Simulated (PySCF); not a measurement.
**Question.** Give a PBE/def2-SVP geometry of `N#CC1=CNC=C1`.

**Answer.** 
```
atom  x, y, z in Å
N1     3.2137   -0.4003   -0.3067
C2     2.0474   -0.3062   -0.1959
C3     0.6364   -0.1795   -0.0639
C4    -0.1350    1.0337   -0.1326
C5    -1.4616    0.6798    0.0486
N6    -1.5162   -0.6886    0.2218
C7    -0.2632   -1.2317    0.1582
H8     0.2588    2.0417   -0.2969
H9    -2.3691    1.2921    0.0678
H10   -2.3704   -1.2229    0.3756
H11   -0.0818   -2.3052    0.2708
```

Orientation and origin are arbitrary. Atoms count from 1 in this order. The C–C distances run from 1.385 Å (C4–C5, aromatic) to 1.439 Å (C3–C4, aromatic), a spread of 0.054 Å. The 5-membered ring C3–C4–C5–N6–C7 has internal angles of 107.0° to 110.6° (sum 540°, against 540° for a flat polygon); it is planar, 0.00 Å rms from its mean plane, widest ring torsion 0°. N6 (pyrrole-type nitrogen) is planar (angles 124.9°, 124.5° and 110.6°, sum 360.0°, 0.00 Å off the plane of its three neighbours). The C–N distances run from 1.175 Å (N1≡C2, drawn triple) to 1.380 Å (C5–N6, aromatic), a spread of 0.205 Å.

Bonds between heavy atoms (Å): N1≡C2 1.175, C2–C3 1.423, C3–C4 1.439, C4–C5 1.385, C5–N6 1.380, N6–C7 1.367, C3–C7 1.402.

Method: PBE/def2-SVP geometry optimisation, gas phase in PySCF.

Point group: Cs (tolerance 0.08 Å). No frequency check.
